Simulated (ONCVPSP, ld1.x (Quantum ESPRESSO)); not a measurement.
# Potentials for sulfur compared

Generated with ld1.x 7.5 (TM, RRKJ, ultrasoft, PAW), atompaw 4.2 or ONCVPSP 4.0.1. The cutoff is in Ry: for ld1.x and atompaw files where the sum of valence levels is converged to 10 mRy in a Bessel basis, for ONCV files where the hardest occupied wave has 1 mHa per electron of residual kinetic energy. The error is the largest all-electron minus pseudo excitation energy over each file’s own four to seven test configurations (ionisations up to +4, promotions, holes and added fractions of an electron), all of which were solved. The labels leave out finer settings (local radius, basis sizes, second energies), which also bear on the numbers. Spin-polarised tests are not counted. The rows are a selection from randomly drawn settings: files with unsolved tests, undetermined cutoffs or missed reference levels are left out.

A true bound ghost makes a file unfit for plane-wave use even where its test errors are small: the radial tests pick states by their node count and pass the ghost by.

| potential | cutoff (Ry) | largest error (meV) | bound ghosts |
| --- | --- | --- | --- |
| TM, PBE, scalar-relativistic, rc 1.10/1.30 (sp), local p, core correction no, reference 3s2 3p2 | 70 | +96 | none |
| ultrasoft, LDA (PZ), non-relativistic, rc 1.20/1.45/1.30 (spd), local smoothed, core correction no, reference 3s1.75 3p4.25 | 18 | +35 | s |
| ultrasoft, PBEsol, non-relativistic, rc 1.45/1.45/1.45 (spd), local smoothed, core correction yes, reference 3s2 3p4 | 18 | -12 | none |
| ONCV, PBE, scalar-relativistic, rc 1.50/1.65/1.70 (spd), local smoothed, core correction yes, reference 3s2 3p4, qcut 3.8/3.9/6.6, projectors 3/1/1 | 91 | +78 | none |
| ONCV, PBEsol, scalar-relativistic, rc 1.10/1.50 (sp), local smoothed, core correction yes, reference 3s2 3p4, qcut 5.4/6.5, projectors 2/2 | 29 | +43 | s |

Problem. Fill in the row for S: ultrasoft, PBEsol, non-relativistic, rc 1.70/1.50 (sp), local smoothed, core correction yes, reference 3s2 3p4.

Solution. cutoff 15 Ry, largest error +11 meV, bound ghosts: none.
